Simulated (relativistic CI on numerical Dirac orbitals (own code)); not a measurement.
# Pt3+: L2,3 absorption edge

Computed with this model: Dirac-Coulomb-Breit CI, KLI orbitals optimised for each configuration, model QED (radiative potential, 1s self-energy scaled to tabulated hydrogen-like ionisation energies), valence Slater integrals scaled by 0.9, multiplet model of core-to-valence dipole absorption; configurations [Xe] 4f14 5d7 → [He] 2s2 2p5 3s2 3p6 3d10 4s2 4p6 4d10 4f14 5s2 5p6 5d8; 10 K; Lorentzian 3 eV and Gaussian 1 eV FWHM. Energies are those of the free ion, without screening or charge transfer. The branching ratio is the share of the lower-energy edge in the whole absorption, uncertain by about 0.02 where the edges overlap. S is read from ⟨S²⟩ = S(S + 1).

Field parameters in Wybourne normalisation: Oh B⁴₀ = 21Dq, B⁴₄ = √(5/14) B⁴₀. The field is a parameter set, without covalency.

Computed curve for Oh, 10Dq = 24650 cm⁻¹, scaled to 100 at the maximum (points under 2 are left out and the grid is thinned):

```
Energy (eV)  Intensity
    11551.0        2.2
    11552.0        2.6
    11553.0        3.1
    11553.5        3.5
    11554.5        4.3
    11555.5        5.6
    11556.5        7.5
    11557.0        8.8
    11558.0       12.7
    11559.0       19.8
    11560.0       34.0
    11560.5       45.9
    11561.5       78.2
    11562.5       99.5
    11563.5       94.5
    11564.5       71.3
    11565.0       57.9
    11566.0       35.0
    11567.0       21.0
    11568.0       13.4
    11568.5       11.0
    11569.5        7.7
    11570.5        5.7
    11571.5        4.4
    11572.0        3.9
    11573.0        3.2
    11574.0        2.6
    11575.0        2.2
    13269.5        2.2
    13270.0        2.8
    13271.0        4.9
    13272.0        8.4
    13273.0       11.9
    13273.5       13.0
    13274.5       13.0
    13275.5       10.2
    13276.5        6.7
    13277.0        5.3
    13278.0        3.3
    13279.0        2.1
```

The ground state has S = 0.74, and the centroid lies at 11773.62 eV.
